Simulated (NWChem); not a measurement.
# SiClF, singlet; SMILES [Si](Cl)F

Results from NWChem. Pople sets run with spherical d functions. Low-valent species are run as closed-shell singlets; no triplet was tried in these runs. The geometry was optimised at PBE-D3(BJ)/def2-SVP. B3LYP is NWChem's, with the RPA form of VWN correlation. Level: B3LYP/6-31G* with SMD (1 M gas to 1 M solution), gas-phase geometry. Reactions with the solvent are ignored.

Task: Predict the results for solvent chlorobenzene. Quantities: solvation free energy (kcal/mol); cavity-dispersion-structure term (kcal/mol); dipole in solution (D).

Result: 
```
Item                                         Result
-------------------------------------------  ------
solvation free energy (kcal/mol)               -3.2
cavity-dispersion-structure term (kcal/mol)    -1.3
dipole in solution (D)                         1.78
```
